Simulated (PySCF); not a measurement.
Arsenic: a sound run and one with changed settings

Sound run: As [Ar] 3d10 4s2 4p3, As⁺ [Ar] 3d10 4s2 4p2. All numbers are calculated (PySCF 2.14, scalar relativity by spin-free X2C-1e, in x2c-SVPall (5s4p3d, 32 functions)). In the sound run the correlated levels freeze [Ar] 3d10. The sound run starts from symmetry-adapted Hartree-Fock orbitals and uses a fine grid where one is needed.

Changed run: initial guess atom, at most 50 SCF cycles, level shift 0.1 hartree.

```json
{"species": "As", "method": "UHF", "sound run (hartree)": "-2258.62266", "changed run (hartree)": "-2258.62266", "converged": "yes"}
{"species": "As", "method": "PBE0", "sound run (hartree)": "-2260.04405", "changed run (hartree)": "-2260.04405", "converged": "yes"}
{"species": "As", "method": "r2SCAN", "sound run (hartree)": "-2260.30612", "changed run (hartree)": "-2260.30612", "converged": "yes"}
{"species": "As", "method": "MP2", "sound run (hartree)": "-2258.67877", "changed run (hartree)": "-2258.67341", "converged": "yes"}
{"species": "As", "method": "CCSD(T)", "sound run (hartree)": "-2258.69421", "changed run (hartree)": "-2258.69421", "converged": "yes"}
{"species": "As⁺", "method": "UHF", "sound run (hartree)": "-2258.27608", "changed run (hartree)": "-2258.27608", "converged": "yes"}
{"species": "As⁺", "method": "PBE0", "sound run (hartree)": "-2259.67908", "changed run (hartree)": "-2259.67908", "converged": "yes"}
{"species": "As⁺", "method": "r2SCAN", "sound run (hartree)": "-2259.93498", "changed run (hartree)": "-2259.93498", "converged": "yes"}
{"species": "As⁺", "method": "MP2", "sound run (hartree)": "-2258.31988", "changed run (hartree)": "-2258.31570", "converged": "yes"}
{"species": "As⁺", "method": "CCSD(T)", "sound run (hartree)": "-2258.33699", "changed run (hartree)": "-2258.33699", "converged": "yes"}
```

Ionisation energy of As:

```json
{"method": "UHF", "sound run (eV)": "9.431", "changed run (eV)": "9.431"}
{"method": "PBE0", "sound run (eV)": "9.931", "changed run (eV)": "9.931"}
{"method": "r2SCAN", "sound run (eV)": "10.099", "changed run (eV)": "10.099"}
{"method": "MP2", "sound run (eV)": "9.766", "changed run (eV)": "9.734"}
{"method": "SCS-MP2", "sound run (eV)": "9.645", "changed run (eV)": "9.624"}
{"method": "CCSD", "sound run (eV)": "9.715", "changed run (eV)": "9.715"}
{"method": "CCSD(T)", "sound run (eV)": "9.720", "changed run (eV)": "9.720"}
```

A level shift leaves the converged SCF energy unchanged but raises the virtual orbital energies, which shrinks MP2 if it is not removed.

For comparison, NIST gives 9.789 eV between the lowest levels.
